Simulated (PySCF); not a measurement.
Field gradients at the hydrogen positions

C₅H₈O₂Si₂.
Z-matrix (Å and degrees, GFN2-xTB geometry), rows numbered from 1:
```
O 
C   1  1.2049
O   2  1.3395  1  121.91
Si  2  1.9266  1  126.70  3  -179.70
C   4  1.8819  2  107.48  1  -121.01
C   5  1.3321  4  123.50  2   -95.39
Si  6  1.8831  5  124.27  4    -0.01
C   7  1.8833  6  108.61  5   -19.80
C   8  1.3321  7  124.28  6    19.96
H   3  0.9735  2  110.94  1    -0.24
H   4  1.4672  2  107.67  1     0.51
H   5  1.0863  4  117.27  2    84.94
H   6  1.0857  5  118.80  4  -179.93
H   7  1.4726  6  108.92  5  -138.76
H   7  1.4698  6  110.39  5   100.91
H   8  1.0856  7  116.94  6  -160.34
H   9  1.0863  4  117.25  2   -83.89
```

Level: PBE0/pcSseg-1 (PySCF, non-relativistic); Q(2H) = 0.00286 b; rigid geometry, the same for H and D, with no vibrational averaging.

Task: Rank these positions by the coupling χzz of a deuteron there, largest first.
A. H10 (acid proton)
B. H15 (Si–H hydrogen)
C. H13 (vinylic hydrogen)

Result: A (287 kHz), C (216 kHz), B (107 kHz).

Task: Give the electric field gradient Vzz (the principal value of largest size), its asymmetry and the 2H coupling at each hydrogen.

Result: 
```tsv
atom	bonded to	bond length (Å)	Vzz (au)	η	χzz (kHz)
H10	O3	0.973	0.4268	0.09	287
H11	Si4	1.467	0.1573	0.02	106
H12	C5	1.086	0.3200	0.03	215
H13	C6	1.086	0.3212	0.03	216
H14	Si7	1.473	0.1550	0.03	104
H15	Si7	1.470	0.1587	0.02	107
H16	C8	1.086	0.3214	0.03	216
H17	C9	1.086	0.3200	0.03	215
```

Task: Average by the element that carries the hydrogen.

Result: on O: 287 kHz over 1 position, mean bond length 0.973 Å; on Si: 105 kHz over 3 positions, mean bond length 1.470 Å; on C: 215 kHz over 4 positions, mean bond length 1.086 Å.

Task: Give the 2H NMR doublet splittings at H12 for a magnetic field along the z, y and x axes of the gradient: 3χ/2, 3χ(1 + η)/4, 3χ(1 − η)/4.

Result: With |χ| = 215.1 kHz and η = 0.034: 323, 167 and 156 kHz, to first order and without motion.

Geometry: GFN2-xTB, one conformer, isolated molecule. GFN2-xTB bond lengths can be off by several hundredths of an ångström, more for odd bonds, and the gradients follow them. With so small a basis the couplings can be 20 % off.

These values come from a run that also computed NMR shieldings. Hardware: one thread, Intel Xeon Platinum 8259CL at 2.50 GHz (x86_64), no GPU (shared host). Cost: 74 s (with the writing of density and orbital grids), 0.94 GiB resident at most.
